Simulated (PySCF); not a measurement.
CH4AlFS, SMILES [CH3][Al]([F])[SH].

The structure is a stationary point at B3LYP-D3(BJ)/def2-SVP. The values are those of a single conformer.

Level of theory: C-PCM-B3LYP/def2-SVP (PySCF).

The values are the electrostatic part of the solvation free energy, E(continuum) − E(gas) at the gas-phase geometry, in a cavity of scaled van der Waals radii (PySCF's table); cavitation and dispersion terms are not included. A continuum can't describe solvent molecules that bind to the metal. In vacuum the orbital gap is 6.91 eV. The dipole moment in vacuum is 2.69 D.

```csv
solvent,ε,ΔG(elec) (kcal/mol),dipole (D),gap (eV)
water,78.36,…,…,…
cyclohexanone,15.62,-6.4,3.30,7.21
toluene,2.37,-3.8,3.04,7.10
```

Some entries are withheld; supply them. (The exact figures need the calculation; the answer reports its results.)


- water, ΔG(elec) (kcal/mol): -6.8
- water, dipole (D): 3.34
- water, gap (eV): 7.22
